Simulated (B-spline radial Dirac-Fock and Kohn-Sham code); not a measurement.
Elastic electron scattering at 50 eV, H to P

Calculated with an atomic code on a B-spline grid, using relativistic (Dirac) partial waves in the static field of the Dirac-Fock atom with Furness-McCarthy exchange, without polarisation or absorption potentials. Below a few hundred eV the neglected polarisation potential matters, most of all at small angles. σ_tr1 and σ_tr2 weight the cross section with 1 − P₁ and 1 − P₂ of cos θ; "backward" is the share scattered beyond 90°.

| Z | element | σ (a₀²) | σ_tr1 (a₀²) | σ_tr2 (a₀²) | backward (%) | dσ/dΩ at 90° (a₀²/sr) |
| --- | --- | --- | --- | --- | --- | --- |
| 1 | H | 2.62 | 1.05 | 1.75 | 11 | 0.0828 |
| 2 | He | 4.21 | 2.77 | 3.57 | 27 | 0.228 |
| 3 | Li | 14.9 | 4.96 | 6.62 | 13 | 0.333 |
| 4 | Be | 17.4 | 7.19 | 8.65 | 18 | 0.424 |
| 5 | B | 17.7 | 9.16 | 9.20 | 24 | 0.363 |
| 6 | C | 16.8 | 10.5 | 8.77 | 30 | 0.200 |
| 7 | N | 15.5 | 11.1 | 8.16 | 34 | 0.0781 |
| 8 | O | 14.1 | 11.0 | 7.69 | 35 | 0.0505 |
| 9 | F | 12.5 | 10.3 | 7.36 | 36 | 0.0943 |
| 10 | Ne | 11.0 | 9.23 | 7.06 | 35 | 0.166 |
| 12 | Mg | 21.6 | 10.7 | 9.77 | 19 | 0.519 |
| 13 | Al | 27.9 | 12.1 | 12.0 | 17 | 0.868 |
| 14 | Si | 30.5 | 13.3 | 13.8 | 17 | 1.26 |
| 15 | P | 31.5 | 14.2 | 15.2 | 20 | 1.56 |
